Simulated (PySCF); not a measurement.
## Mayer bond orders and bond lengths

Species: C6H9N3S.
Numbering: `[CH3:1][CH2:2][c:3]1[cH:4][c:5]([S:6][CH3:7])[n:8][n:9][n:10]1` (hydrogens: H11, H12, H13 on C1; H14, H15 on C2; H16 on C4; H17, H18, H19 on C7)

Cartesian coordinates in Å at the PBE0-D3(BJ)/def2-SVP level; atoms count from 1:
```
atom  x, y, z in Å
C1    -3.295   -1.294    0.138
C2    -2.352   -0.305   -0.537
C3    -0.913   -0.676   -0.347
C4    -0.008    0.105    0.348
C5     1.289   -0.413    0.434
S6     2.530    0.472    1.282
C7     3.946   -0.622    1.077
N8     1.600   -1.584   -0.126
N9     0.688   -2.273   -0.770
N10   -0.534   -1.852   -0.887
H11   -4.345   -1.038   -0.069
H12   -3.154   -1.299    1.229
H13   -3.104   -2.311   -0.235
H14   -2.549   -0.294   -1.622
H15   -2.519    0.717   -0.165
H16   -0.286    1.061    0.796
H17    4.778   -0.125    1.593
H18    4.182   -0.755    0.014
H19    3.748   -1.601    1.529
```

Bond orders from the PBE0/pcSseg-1 density (PySCF). Geometry: PBE0-D3(BJ)/def2-SVP, one conformer, isolated molecule.

Problem. How far do the computed orders between heavy atoms stray from the drawn ones?

Solution. The largest departure is 0.249, at C4–C5 (drawn aromatic, 1.251), counting aromatic bonds as 1.5. The bonds drawn aromatic range from 1.25 to 1.42.

Problem. Set the Mayer orders of the bonds beside their lengths.

Solution. 
```csv
bond,drawn as,length (Å),Mayer order
C1–C2,single,1.525,1.042
C2–C3,single,1.498,1.039
C3–C4,aromatic,1.382,1.383
C4–C5,aromatic,1.399,1.251
C5–S6,single,1.744,1.095
S6–C7,single,1.802,1.000
C5–N8,aromatic,1.335,1.346
N8–N9,aromatic,1.312,1.345
N9–N10,aromatic,1.298,1.417
N10–C3,aromatic,1.349,1.325
C1–H11,single,1.100,0.965
C1–H12,single,1.101,0.965
C1–H13,single,1.099,0.957
C2–H14,single,1.103,0.924
C2–H15,single,1.101,0.954
C4–H16,single,1.093,0.959
C7–H17,single,1.098,0.946
C7–H18,single,1.097,0.941
C7–H19,single,1.097,0.941
```

Bonds between the same two heavy elements. C–C: lowest C2–C3 and C1–C2 (1.039, 1.498 Å), highest C3–C4 (1.383, 1.382 Å). C–S: lowest S6–C7 (1.000, 1.802 Å), highest C5–S6 (1.095, 1.744 Å). C–N: lowest N10–C3 (1.325, 1.349 Å), highest C5–N8 (1.346, 1.335 Å). N–N: lowest N8–N9 (1.345, 1.312 Å), highest N9–N10 (1.417, 1.298 Å). Bonds named together lie within 0.004.

Problem. Sum the orders of all bonds at each heavy atom with more than one neighbour and set the sums beside the valence in the SMILES.

Solution. C1 3.929 (drawn 4), C2 3.959 (drawn 4), C3 3.747 (drawn 4), C4 3.593 (drawn 4), C5 3.692 (drawn 4), S6 2.095 (drawn 2), C7 3.828 (drawn 4), N8 2.691 (drawn 3), N9 2.762 (drawn 3), N10 2.742 (drawn 3). Orders between atoms that aren't bonded are not in these sums.

The Mayer order sums products of elements of PS (density times overlap matrix) between the two atoms' basis functions, so it depends on the basis set.

The run behind these numbers computed NMR shieldings as well. On an Arm Neoverse V1 with one thread, shared host with 64 logical CPUs at a one-minute load of 12, this took 50 s (grids of density and orbitals included) and 0.98 GiB of memory at its peak.
